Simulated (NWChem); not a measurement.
The numbers come from NWChem runs, not from measurements. System: H4PSi, charge 0, spin multiplicity 2, at a geometry optimised with UPBE/def2-SVP. The structure started from a generated list of species. Its SCF solution wasn't tested for a lower state. Level: ULC-wPBE (omega 0.3 per bohr)/def2-TZVP.

The NWChem input:

```
start mol
memory heap 200 mb stack 900 mb global 1100 mb
geometry units angstroms nocenter noautoz
  Si    -0.421891     1.069898     0.000000
  P      0.435858    -1.033042     0.000000
  H      0.095851     1.789444     1.224910
  H      0.095851     1.789444    -1.224910
  H     -0.411555    -1.530912     1.052990
  H     -0.411555    -1.530912    -1.052990
  symmetry group Cs
end
basis spherical
  * library def2-tzvp
end
dft
  xc xwpbe 1.00 cpbe96 1.0 hfexch 1.00
  cam 0.3 cam_alpha 0.00 cam_beta 1.00
  odft
  mult 2
  direct
  iterations 100
end
task dft energy
```

NWChem printed:

```
             Northwest Computational Chemistry Package (NWChem) 7.3.0
             --------------------------------------------------------

                                NWChem Input Module
                                -------------------

 Scaling coordinates for geometry "geometry" by  1.889725989
 (inverse scale =  0.529177249)

 Turning off AUTOSYM since
 SYMMETRY directive was detected!

                             Geometry "geometry" -> ""
                             -------------------------

 Output coordinates in angstroms (scale by  1.889725989 to convert to a.u.)

  No.       Tag          Charge          X              Y              Z
 ---- ---------------- ---------- -------------- -------------- --------------
    1 Si                  14.0000    -0.42189100     1.06989800     0.00000000
    2 P                   15.0000     0.43585800    -1.03304200     0.00000000
    3 H                    1.0000     0.09585100     1.78944400     1.22491000
    4 H                    1.0000     0.09585100     1.78944400    -1.22491000
    5 H                    1.0000    -0.41155500    -1.53091200     1.05299000
    6 H                    1.0000    -0.41155500    -1.53091200    -1.05299000

 Effective nuclear repulsion energy (a.u.)      81.2027444029

            Nuclear Dipole moment (a.u.)
            ----------------------------
        X                 Y               Z
 ---------------- ---------------- ----------------
    -0.0000226767     0.0000113384     0.0000000000

      Symmetry information
      --------------------

 Group name             Cs
 Group number              2
 Group order               2
 No. of unique centers     4

      Symmetry unique atoms

     1    2    3    5


 Summary of "ao basis" -> "" (spherical)
 ------------------------------------------------------------------------------
       Tag                 Description            Shells   Functions and Types
 ---------------- ------------------------------  ------  ---------------------
 *                         def2-tzvp                  on all atoms

  pbe96 is a nonlocal functional; adding pw91lda local functional.
[...]
   -----------------------------

   alpha      1      2      3      4      5      6      7      8      9     10
    beta      1      2      3      4      5      6      7     10      8      9
 overlap   1.000  1.000  1.000  1.000  1.000  0.983  0.983  0.801  0.801  1.000

   alpha     11     12     13     14     15     16     17     18     19     20
    beta     11     12     13     14     15     16     17     19     18     20
 overlap   0.999  0.994  0.999  0.999  0.989  0.960  0.950  0.960  0.997  0.972

   alpha     21     22     23     24     25     26     27     28     29     30
    beta     21     22     23     25     24     26     28     29     27     30
 overlap   0.991  0.983  0.987  0.869  0.999  0.861  0.939  0.987  0.999  0.963

   alpha     31     32     33     34     35     36     37     38     39     40
    beta     31     32     33     35     34     36     37     38     39     40
 overlap   0.974  0.985  0.984  0.987  0.991  0.996  0.988  0.999  0.990  0.995

   alpha     41     42     43     44     45     46     47     48     49     50
    beta     41     42     43     44     45     46     47     48     49     51
 overlap   0.999  0.997  0.999  0.999  0.946  0.987  0.920  0.968  0.972  0.951

   alpha     51     52     53     54     55     56     57     58     59     60
    beta     50     52     53     54     55     56     57     58     59     60
 overlap   0.972  0.995  0.955  0.952  0.968  0.972  0.995  0.998  0.881  0.994

   alpha     61     62     63     64     65     66     67     68     69     70
    beta     61     62     63     64     65     66     67     68     69     70
 overlap   0.885  0.992  0.995  0.993  0.994  0.995  0.997  0.999  1.000  1.000

   alpha     71     72     73     74     75     76     77     78     79     80
    beta     71     72     73     74     75     76     77     78     79     80
 overlap   0.999  0.999  0.999  0.998  0.999  1.000  0.999  0.999  1.000  0.999

   alpha     81     82     83     84     85     86     87     88     89     90
    beta     81     82     83     84     85     86     87     88     89     90
 overlap   0.999  1.000  1.000  1.000  1.000  1.000  1.000  1.000  0.998  0.998

   alpha     91     92     93     94     95     96     97     98
    beta     91     92     93     94     95     96     97     98
 overlap   1.000  1.000  1.000  1.000  1.000  1.000  1.000  1.000

     --------------------------
     Expectation value of S2:
     --------------------------
      <S2> =      0.7557 (Exact =     0.7500)

 center of mass
 --------------
 x =   0.03182240 y =  -0.04631523 z =   0.00000000

 moments of inertia (a.u.)
 ------------------
         290.966419221071          89.036567096595           0.000000000000
          89.036567096595          58.797953893523           0.000000000000
           0.000000000000           0.000000000000         312.202356282572

     Multipole analysis of the density
     ---------------------------------

     L   x y z        total         alpha         beta         nuclear
     -   - - -        -----         -----         ----         -------
     0   0 0 0     -0.000000    -17.000000    -16.000000     33.000000

     1   1 0 0     -0.269323      0.560325     -0.829625     -0.000023
     1   0 1 0     -0.073264     -0.832473      0.759198      0.000011
     1   0 0 1      0.000000      0.000000     -0.000000      0.000000

     2   2 0 0    -23.182423    -25.096482    -18.436012     20.350071
     2   1 1 0      0.770799     22.857979     18.873177    -40.960358
     2   1 0 1     -0.000000      0.000000     -0.000000      0.000000
     2   0 2 0    -21.771995    -91.380219    -84.393152    154.001376
     2   0 1 1      0.000000      0.000000     -0.000000      0.000000
     2   0 0 2    -21.073941    -20.692167    -19.016962     18.635188

 Task  times  cpu:       22.5s     wall:       22.5s

 Total times  cpu:       22.5s     wall:       22.5s
```
